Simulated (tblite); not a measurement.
Species: C₄H₇N₃Si.
Bonds: C1–C2 (double), C2–N3, N3–N4 (aromatic), N4–C5 (aromatic), C5–C6 (aromatic), C6–Si7, C6–N8 (aromatic), N3–N8 (aromatic). Hydrogens: H9, H10 on C1; H11 on C2; H12 on C5; H13, H14, H15 on Si7.

Computed with GFN2-xTB (tblite), gas phase: L-BFGS steps from a force-field or distance-geometry start until the largest atomic force falls under 0.01 eV/Å.

Step 9: E = -614.5100 eV
```
atom  x, y, z in Å  |  force x, y, z in eV/Å
C1     -3.2832   -0.2158   -0.2815    0.080   0.064  -0.039
C2     -2.1427    0.3983   -0.5595    0.057   0.029  -0.012
N3     -0.8892    0.0105   -0.1195   -0.014  -0.017   0.020
N4     -0.6486   -1.0378    0.6468   -0.092   0.003   0.008
C5      0.6556   -1.0278    0.8160   -0.034  -0.086   0.031
C6      1.2035    0.0684    0.1184    0.049  -0.053   0.037
Si7     3.0052    0.5558   -0.0005    0.062   0.042  -0.024
N8      0.1887    0.6974   -0.4565    0.021  -0.049   0.015
H9     -3.3417   -1.1009    0.3289    0.099   0.071  -0.031
H10    -4.1967    0.1832   -0.6826   -0.065  -0.074   0.041
H11    -2.0727    1.2857   -1.1728   -0.066   0.000  -0.004
H12     1.1604   -1.7692    1.3997   -0.032  -0.016   0.010
H13     3.8032   -0.6796    0.0093   -0.076   0.052  -0.001
H14     3.2019    1.2848   -1.2495    0.029   0.038   0.020
H15     3.3519    1.3551    1.1816   -0.017  -0.003  -0.068
```

Step 10: E = -614.5123 eV
```
atom  x, y, z in Å  |  force x, y, z in eV/Å
C1     -3.2817   -0.2148   -0.2822    0.005   0.031  -0.025
C2     -2.1422    0.4003   -0.5609    0.066   0.053  -0.024
N3     -0.8894    0.0109   -0.1194    0.007  -0.007   0.012
N4     -0.6509   -1.0380    0.6473   -0.038   0.018   0.004
C5      0.6539   -1.0314    0.8179   -0.036  -0.006  -0.025
C6      1.2038    0.0663    0.1186    0.011  -0.095   0.065
Si7     3.0051    0.5577   -0.0024    0.005   0.019  -0.020
N8      0.1898    0.6972   -0.4567    0.021  -0.113   0.058
H9     -3.3360   -1.1013    0.3302    0.095   0.123  -0.069
H10    -4.2000    0.1810   -0.6817    0.008  -0.096   0.065
H11    -2.0706    1.2887   -1.1744   -0.073  -0.033   0.016
H12     1.1583   -1.7738    1.4027   -0.054   0.014  -0.015
H13     3.7996   -0.6765    0.0098   -0.041   0.007  -0.006
H14     3.2042    1.2872   -1.2483    0.028   0.054  -0.014
H15     3.3517    1.3545    1.1775   -0.006   0.031  -0.022
```

Question: Estimate the geometry and energy of step 11. (The exact step hangs on the optimiser's Hessian estimate; all steps are aligned on step 10, rigid shifts and turns removed.)

Answer: E = -614.5151 eV, largest force 0.183 eV/Å
```
atom  x, y, z in Å  |  force x, y, z in eV/Å
C1     -3.2791   -0.2127   -0.2836   -0.067  -0.004  -0.007
C2     -2.1408    0.4033   -0.5629    0.068   0.061  -0.025
N3     -0.8896    0.0111   -0.1189    0.012   0.017  -0.008
N4     -0.6544   -1.0382    0.6482   -0.025   0.017   0.002
C5      0.6502   -1.0356    0.8196    0.025   0.005  -0.017
C6      1.2040    0.0620    0.1200    0.006  -0.100   0.067
Si7     3.0050    0.5604   -0.0053   -0.078  -0.013  -0.013
N8      0.1917    0.6948   -0.4559    0.016  -0.129   0.071
H9     -3.3267   -1.0994    0.3306    0.087   0.138  -0.082
H10    -4.2039    0.1762   -0.6791    0.075  -0.098   0.075
H11    -2.0686    1.2920   -1.1760   -0.067  -0.037   0.018
H12     1.1541   -1.7794    1.4062   -0.087   0.054  -0.050
H13     3.7943   -0.6725    0.0105    0.007  -0.051  -0.014
H14     3.2078    1.2916   -1.2471    0.022   0.067  -0.050
H15     3.3515    1.3544    1.1721    0.007   0.072   0.034
```

The energy changes by -0.0029 eV. The first-order estimate −F·Δx gives -0.0038 eV and the mean of the old and new forces, exact on a quadratic surface, -0.0029 eV. The step makes an angle of 56° with the force vector and moves no atom by more than 0.010 Å.

What follows is the cost of the whole relaxation. Time: 0.21 s of wall time. Hardware: one thread, Arm Neoverse V1 (aarch64), on a shared host.
